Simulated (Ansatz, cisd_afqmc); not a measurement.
Species: BeCl₂, charge 0, singlet. BeCl2 (SMILES [Cl][Be][Cl]).
B3LYP-D3(BJ)/def2-TZVP minimum from Ansatz (a quantum-chemistry and plane-wave program):
```xyz
3

Be     0.0000     0.0000     0.0000
Cl     0.0000     0.0000    -1.8041
Cl     0.0000     0.0000     1.8041
```
Charge 0, spin multiplicity 1.

Total energies in def2-SVP, 16 correlated electrons, 11 frozen orbitals. UHF or UKS for unpaired electrons; spin-orbit terms are left out. Cores are frozen in correlated methods. No relativity. The Monte Carlo rows (phaseless AFQMC, CISD trial, step 0.005/hartree) carry one-sigma bars that omit the constraint's bias. Outlying blocks are dropped, and bars are widened where a walk drifts. Over all cases where full CI ran beside it in this data, AFQMC minus full CI had a median of +0.1 mEh and passed +0.4 mEh in a tenth of the cases.

| method | program | energy (Eh) | minus CCSDTQ (mEh) |
|---|---|---|---|
| HF | Ansatz | -933.48046 | 319.08 |
| MP2 | Ansatz | -933.76784 | 31.70 |
| CCSD | Ansatz | -933.79281 | 6.73 |
| CCSD(T) | Ansatz | -933.79849 | 1.06 |
| CCSDT(Q) | Ansatz | -933.79954 | 0.01 |
| CCSDTQ | Ansatz | -933.79955 | 0.00 |
| AFQMC/CISD | cisd_afqmc | -933.7997 ± 0.0003 | -0.1 ± 0.3 |

Rough core times of Ansatz's runs on a shared machine: CCSD(T) under 20 s, CCSDT(Q) under 20 s, CCSDTQ 6 min.
